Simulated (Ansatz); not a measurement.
C2H7NOSi (`CNC(=O)[SiH3]`). Charge 0, multiplicity 1. The structure was optimised at the PBE0-D4/def2-TZVP level.

```xyz
12

C    -1.904    0.147    0.786
N    -0.745   -0.180   -0.008
C     0.491    0.308    0.256
O     0.732    1.064    1.181
Si    1.935   -0.220   -0.891
H    -2.342   -0.748    1.234
H    -1.579    0.818    1.580
H    -2.665    0.651    0.184
H    -0.849   -0.798   -0.794
H     1.468   -1.143   -1.966
H     2.953   -0.903   -0.059
H     2.505    1.004   -1.503
```

Q: What is the dipole moment at ωB97M-V/def2-TZVPP? (An estimate is asked.)

A: Computed: 3.57 D, with components (-2.07, -2.04, -2.06) D in this frame, pointing from negative to positive charge.

Q: And with PBE, r2SCAN, B3LYP? (Estimate.)

A: Ansatz gave: PBE 3.46 D, r2SCAN 3.54 D, B3LYP 3.58 D.

Q: Give the Mulliken charges with ωB97M-V, B3LYP, r2SCAN in def2-TZVPP. (Estimate.)

A: Computed: 
```csv
atom,ωB97M-V,B3LYP,r2SCAN
C1,-0.23,-0.18,-0.06
N2,-0.16,-0.19,-0.20
C3,0.17,0.18,0.20
O4,-0.38,-0.37,-0.40
Si5,0.17,0.26,0.27
H6,0.12,0.11,0.07
H7,0.14,0.12,0.09
H8,0.12,0.11,0.07
H9,0.12,0.15,0.16
H10,-0.04,-0.08,-0.09
H11,-0.01,-0.05,-0.06
H12,-0.01,-0.05,-0.06
```

B3LYP here is the variant with VWN-RPA as its local correlation; programs differ in this.
